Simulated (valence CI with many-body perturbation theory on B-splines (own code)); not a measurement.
Results of a calculation; reference values are marked as such.
## Ladder of approximations for Lu LXVI

Level of theory: valence CI with perturbative core correlation (CI+MBPT): four valence electrons over a frozen Dirac-Fock core [He], radial functions for each j: 11 s, 11 p, 9 d, 7 f, 5 g, 2 h, 1 i, with the one-electron correlation potential Σ1 (screened to all orders), the two-electron term Σ2, the three-electron term Σ3, Breit, model QED; selected single and double excitations, second order for the rest (own B-spline code, finite nucleus).

No measured spectrum was set against this ion. As an estimate, large intervals hold to a few tenths of a per cent, small ones and those within an open d or f shell to about a per cent. Among the levels kept, up to 290 cm⁻¹ of a level comes from second order outside the variational space, and about a tenth of that is noise between levels of different J, which matters for small intervals.

Each rung adds one term. CI alone is the Dirac-Coulomb CI over the frozen core; QED comes last and gives the full result, which names the levels. Energies are above (2s^2 2p1/2^2) J=0 on the same rung, in Ry.

Levels are named by their leading jj configuration (3d3/2^4 stands for four electrons in 3d with j = 3/2), which in mixed levels can hold well under half, so a name can repeat and another be missing. Letters in brackets count levels of one name in rising energy.

```
                     Level  CI alone
    (2s^2 2p1/2 2p3/2) J=1     86.81
    (2s^2 2p1/2 2p3/2) J=2     88.67
    (2s 2p1/2^2 2p3/2) J=2    107.95
    (2s 2p1/2^2 2p3/2) J=1    113.92
        (2s^2 2p3/2^2) J=2    176.75
        (2s^2 2p3/2^2) J=0    180.53
(2s 2p1/2 2p3/2^2) J=2 [a]    192.58
    (2s 2p1/2 2p3/2^2) J=3    196.60
    (2s 2p1/2 2p3/2^2) J=0    199.65
(2s 2p1/2 2p3/2^2) J=1 [a]    201.61
(2s 2p1/2 2p3/2^2) J=2 [b]    202.82
(2s 2p1/2 2p3/2^2) J=1 [b]    202.54
     (2p1/2^2 2p3/2^2) J=2    224.60
     (2p1/2^2 2p3/2^2) J=0    228.57
          (2s 2p3/2^3) J=2    286.56
          (2s 2p3/2^3) J=1    292.41
```

Problem. What do these energies become with core correlation, Breit and QED?

Solution. (2s^2 2p1/2 2p3/2) J=1 85.64 (-1.172); (2s^2 2p1/2 2p3/2) J=2 86.97 (-1.703); (2s 2p1/2^2 2p3/2) J=2 106.39 (-1.564); (2s 2p1/2^2 2p3/2) J=1 112.53 (-1.385); (2s^2 2p3/2^2) J=2 174.20 (-2.550); (2s^2 2p3/2^2) J=0 178.56 (-1.969); (2s 2p1/2 2p3/2^2) J=2 [a] 190.02 (-2.556); (2s 2p1/2 2p3/2^2) J=3 193.22 (-3.374); (2s 2p1/2 2p3/2^2) J=0 197.52 (-2.130); (2s 2p1/2 2p3/2^2) J=1 [a] 199.10 (-2.510); (2s 2p1/2 2p3/2^2) J=2 [b] 199.80 (-3.020); (2s 2p1/2 2p3/2^2) J=1 [b] 200.10 (-2.443); (2p1/2^2 2p3/2^2) J=2 221.77 (-2.827); (2p1/2^2 2p3/2^2) J=0 226.35 (-2.227); (2s 2p3/2^3) J=2 282.87 (-3.691); (2s 2p3/2^3) J=1 288.87 (-3.542).

Problem. How does the ionisation energy move along the ladder, and which term matters most?

Solution. CI alone 16766, + Σ1 16767, + Σ2 16767, + Σ3 16767, + Breit 16732, + QED 16732 eV. The largest step is Breit, -34 eV. NIST lists 16730 ± 30 eV (theoretical).
